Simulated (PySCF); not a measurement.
B3LYP has the VWN-RPA correlation part, as in Gaussian. Delta-SCF ions had no search for a lower state. Excitations are Tamm–Dancoff values on a coarser integration grid. The basis has no diffuse functions, so Rydberg states are missing or too high.

**C₃H₄O₂, SMILES `O=CCC=O` (O–C–C–C torsion -70°, C–C–C–O torsion -126°) (charge 0, multiplicity 1)**

Level of theory: B3LYP-D3(BJ)/def2-TZVP (PySCF).

HOMO: -7.50 eV
dipole moment: 1.82 D
LUMO: -2.02 eV
HOMO–LUMO gap: 5.48 eV
S1 excitation (TDA): 3.99 eV
S1 oscillator strength: 0.009
brightest of the four lowest singlets (TDA): 6.01 eV
T1 excitation (TDA): 3.37 eV
S1–T1 gap (TDA): 0.62 eV
vertical ionisation energy (Delta-SCF): 9.91 eV
total energy: -267.2661 Ha
cost: about 2.9 core-minutes (a rough figure)

```xyz
9

O     -1.8700     0.7694     0.2637
C     -1.2602    -0.0586    -0.3596
C      0.1170    -0.5448     0.0430
C      1.1403     0.5592    -0.1798
O      2.1411     0.4211    -0.8261
H     -1.6694    -0.4857    -1.2957
H      0.4191    -1.4362    -0.5036
H      0.0949    -0.7452     1.1188
H      0.8871     1.5208     0.3063
```
